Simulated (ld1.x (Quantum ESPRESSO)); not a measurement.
Varying the TM potential for C (Z = 6)

Base potential:

ld1.x (Quantum ESPRESSO) 7.5 input, shortened:

```
&input
   title='C', zed=6., rel=1, dft='PBE', iswitch=3,
   config='[He] 2s2 2p0.5'
 /
 &inputp
   pseudotype=2, tm=.true., lloc=0,
   nlcc=.false.
 /
2
2P  2  1   0.50   0.00  1.55  1.55  0.0
2S  1  0   2.00   0.00  0.85  0.85  0.0
 &test
   configts(1)='2s2 2p0.5'
 /
```

All-electron outer shells of the reference configuration (PBE, scalar-relativistic, ld1.x):

| shell | level (eV) | outermost node (bohr) | outermost maximum (bohr) |
| --- | --- | --- | --- |
| 2s | -32.79 | 0.37 | 1.14 |
| 2p | -24.04 | – | 1.06 |

Cutoffs, loose and tight: the cutoffs (Ry, on a coarse ladder) from which the occupation-weighted sum of valence levels, in a spherical-Bessel basis at the reference potential, stays within 10 and 1 mRy of its value at 400 Ry. They do not see the model core or the augmentation charge, which bear on the density cutoff. Test errors are all-electron minus pseudo excitation energies from the reference, over the configurations 2s2 2p2; 2s2 2p1; 2s2 2p0; 2s1 2p2; 2s1 2p0; 2s2 2p1.5; 2s2 2p2.3. A dash means not determined; rows that change the core or the reference have their own tests.

```csv
change,outcome,"cutoff, loose","cutoff, tight",bound ghosts,largest test error (meV)
base,generated,90 Ry,200 Ry,none,+160
wave 2p (bound): rc 1.55 bohr becomes 2p (bound): rc 1.06 bohr,generated,90 Ry,200 Ry,none,+138
wave 2p (bound): rc 1.55 bohr becomes 2p (bound): rc 1.24 bohr,generated,90 Ry,200 Ry,none,+143
wave 2p (bound): rc 1.55 bohr becomes 2p (bound): rc 1.48 bohr,generated,90 Ry,200 Ry,none,+154
wave 2p (bound): rc 1.55 bohr becomes 2p (bound): rc 1.62 bohr,generated,90 Ry,200 Ry,none,+167
wave 2p (bound): rc 1.55 bohr becomes 2p (bound): rc 1.86 bohr,generated,90 Ry,200 Ry,none,+192
wave 2p (bound): rc 1.55 bohr becomes 2p (bound): rc 2.12 bohr,generated,90 Ry,200 Ry,none,+248
wave 2p (bound): rc 1.55 bohr becomes 2p (bound): rc 2.30 bohr,generated,90 Ry,200 Ry,none,+289
```

Reading the sweep of the p radius (base included, trends over the rows without a ghost): The loose cutoff stays near 90 Ry. The median size of the test errors (rows with all tests solved) rises from 49.0 meV at 1.06 to 144.0 meV at 2.3 bohr. More of the atom is replaced by a form fitted at one configuration, so other configurations suffer as the radius grows.
